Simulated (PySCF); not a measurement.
Mg(Et)(SeH) (C2H6MgSe), SMILES [CH2](C)[Mg][SeH].

Coordinates come from a PBE-D3(BJ)/def2-SVP optimisation. The structure was generated by enumeration; whether it is a known compound was not checked. The values are those of a single conformer.

Computed with PBE-D3(BJ)/def2-SVP (PySCF).

Frequencies are harmonic and unscaled.

A small imaginary wavenumber (i) marks a very flat motion, where grid noise or a shallow saddle decides the sign.

Question: List the normal modes with their intensities. (The exact figures need the calculation; the answer reports its results.)

Answer: 
| mode | ν (cm⁻¹) | IR (km/mol) | moving atoms (share of kinetic energy) |
|---|---|---|---|
| 1 | 25i | 2.9 | H 95 % |
| 2 | 64 | 5.1 | Mg 44 %, C 29 %, H 17 %, Se 11 % |
| 3 | 95 | 9.3 | Mg 57 %, H 31 % |
| 4 | 190 | 17.9 | C 43 %, Mg 27 %, H 16 %, Se 13 % |
| 5 | 224 | 6.4 | H 80 %, C 11 %, Mg 9 % |
| 6 | 279 | 19.8 | C 38 %, Mg 27 %, Se 21 %, H 14 % |
| 7 | 462 | 0.6 | H 93 % |
| 8 | 538 | 48.5 | Mg 57 %, C 30 %, H 11 % |
| 9 | 543 | 42.0 | H 80 %, C 17 % |
| 10 | 885 | 4.1 | H 93 % |
| 11 | 916 | 9.4 | H 91 %, C 9 % |
| 12 | 1000 | 9.6 | C 82 %, H 18 % |
| 13 | 1119 | 32.9 | H 66 %, C 33 % |
| 14 | 1198 | 4.5 | H 76 %, C 24 % |
| 15 | 1343 | 12.3 | H 83 %, C 17 % |
| 16 | 1381 | 0.2 | H 91 %, C 9 % |
| 17 | 1420 | 1.5 | H 97 % |
| 18 | 1432 | 6.1 | H 97 % |
| 19 | 2339 | 16.1 | H 99 % |
| 20 | 2935 | 68.0 | H 97 % |
| 21 | 2953 | 18.4 | H 95 % |
| 22 | 2999 | 4.7 | H 91 %, C 9 % |
| 23 | 3005 | 27.3 | H 91 %, C 9 % |
| 24 | 3031 | 33.1 | H 91 %, C 9 % |
